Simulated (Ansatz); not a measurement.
`[OH][Y]([OH])[F]` + HCl → `[OH][Y]([OH])[Cl]` + H–F  (ligand exchange at a Y–F bond)

Calculated with Ansatz (gas phase, PBE0-D4/def2-TZVP geometries, no zero-point term in ΔE). CCSD(T)/CBS adds triple-zeta CCSD(T) − MP2 to the extrapolated MP2 energy (def2 sets, frozen cores). This one scheme is used for every species. DFT in def2-TZVPP. B3LYP here is the variant with VWN-RPA as its local correlation; programs differ in this. Elements past krypton have def2 core potentials. For Y outer-core shells are correlated without core-valence functions, which leaves a few kJ/mol of doubt a bond. One conformer a species, not always the lowest.

Is it downhill or uphill in electronic energy at CCSD(T)/CBS, and by how much? (Estimate.)

Ansatz gave: Downhill: ΔE = -12.1 kJ/mol.

What do these levels give: BLYP-D4, B3LYP-D4, BHLYP-D4, CAM-B3LYP-D4, MP2/def2-SVP, MP2/CBS(def2)? (Best estimate.)

The calculation gave: BLYP-D4 5.2, B3LYP-D4 -3.2, BHLYP-D4 -12.7, CAM-B3LYP-D4 -0.5, MP2/def2-SVP 1.7, MP2/CBS(def2) -14.5 kJ/mol.

What do rigid-rotor, harmonic-oscillator terms from PBE0-D4/def2-TZVP frequencies (298.15 K, 1 bar) make of the CCSD(T)/CBS value? (An estimate is asked.)

Computed: ΔZPE = +5.6 kJ/mol, ΔH = -5.9 kJ/mol, ΔS = -2 J/(mol·K), ΔG = -5.3 kJ/mol.

Largest T1 diagnostic among the species: 0.014.

From BLYP to BHLYP (50 % exact exchange), in def2-TZVPP and without D4, ΔE moves by −16.9 kJ/mol. Leaving LDA and LC-ωPBE aside and taking each functional with its dispersion term where it has one, the values, not all of them listed here, spread over 21.1 kJ/mol, from PBE-QIDH to BLYP-D4.
